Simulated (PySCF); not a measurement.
CH8FNOSi2, SMILES N[SiH2][Si@@H](O)CF.

Geometry optimised at PBE0-D3(BJ)/def2-SVP. The structure was generated by enumeration; whether it is a known compound was not checked. The values are those of a single conformer.

These are PySCF with TDDFT-PBE/def2-SVPD values and carry that method's errors.

Vertical excitations. The molecule is in vacuum.

Computed lowest excited states:
| state | energy (eV) | λ (nm) | f | main pairs |
|---|---|---|---|---|
| S1 | 4.36 | 284 | 0.022 | HOMO→LUMO 99 % |
| S2 | 5.15 | 241 | 0.012 | HOMO→LUMO+1 98 % |
| S3 | 5.43 | 228 | 0.006 | HOMO−1→LUMO 99 % |
| S4 | 5.73 | 216 | 0.006 | HOMO→LUMO+2 98 % |
| S5 | 6.07 | 204 | 0.015 | HOMO−2→LUMO 49 %, HOMO→LUMO+3 44 % |
| S6 | 6.11 | 203 | 0.007 | HOMO→LUMO+3 52 %, HOMO−2→LUMO 44 % |
| S7 | 6.26 | 198 | 0.017 | HOMO−1→LUMO+1 97 % |
| S8 | 6.49 | 191 | 0.051 | HOMO→LUMO+4 51 %, HOMO→LUMO+5 42 % |
| S9 | 6.54 | 190 | 0.035 | HOMO→LUMO+5 56 %, HOMO→LUMO+4 36 % |
| S10 | 6.67 | 186 | 0.013 | HOMO→LUMO+6 93 % |
| T1 | 4.03 | 308 | 0 | HOMO→LUMO 99 % |
| T2 | 4.81 | 258 | 0 | HOMO→LUMO+1 98 % |
| T3 | 5.20 | 238 | 0 | HOMO−1→LUMO 99 % |
| T4 | 5.59 | 222 | 0 | HOMO→LUMO+2 98 % |
Triplets are in the Tamm–Dancoff approximation, which puts them higher than full response would, so one can lie above its singlet here.
